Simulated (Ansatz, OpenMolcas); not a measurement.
**Worked example: vertical ionisation energy of BBr2F (dibromofluoroborane)**

The species is BBr2F (4 atoms), meant as a singlet with charge 0. As SMILES, `FB(Br)Br`. The coordinates come from a PBE0-D4/def2-TZVP relaxation.

```xyz
4

F     1.3166    0.4660    0.3644
B     0.1240    0.0438    0.0342
Br   -0.4830   -1.6294    0.7015
Br   -0.9575    1.1197   -1.1000
```

Both states at this one shape; open shells run unrestricted unless said. 1 Eh = 27.2114 eV.

| level | program | singlet BBr2F (Eh) | doublet BBr2F+ (Eh) |
| --- | --- | --- | --- |
| PBE/cc-pVDZ | Ansatz | -5272.177277 | -5271.794773 |
| r2SCAN0/cc-pVDZ | Ansatz | -5272.983110 | -5272.577293 |
| PBE-QIDH/cc-pVDZ, 20 core orbitals frozen | Ansatz | -5271.593309 | -5271.181953 |
| CCSD(T)/cc-pVDZ, open shells restricted, 20 core orbitals frozen | OpenMolcas | -5269.586812 | -5269.188943 |

Question: Work out the vertical ionisation energy at each level.

Answer: 
1. PBE/cc-pVDZ: -5271.794773 − (-5272.177277) = 0.382504 Eh = 10.41 eV.
2. r2SCAN0/cc-pVDZ: -5272.577293 − (-5272.983110) = 0.405817 Eh = 11.04 eV.
3. PBE-QIDH/cc-pVDZ: -5271.181953 − (-5271.593309) = 0.411356 Eh = 11.19 eV.
4. CCSD(T)/cc-pVDZ, open shells restricted: -5269.188943 − (-5269.586812) = 0.397869 Eh = 10.83 eV.

No measured value is set beside it here; the levels span 10.41 to 11.19 eV. Spin-orbit coupling, which splits open shells on such heavy atoms by tenths of an eV, is left out. All-electron rows are non-relativistic unless named.
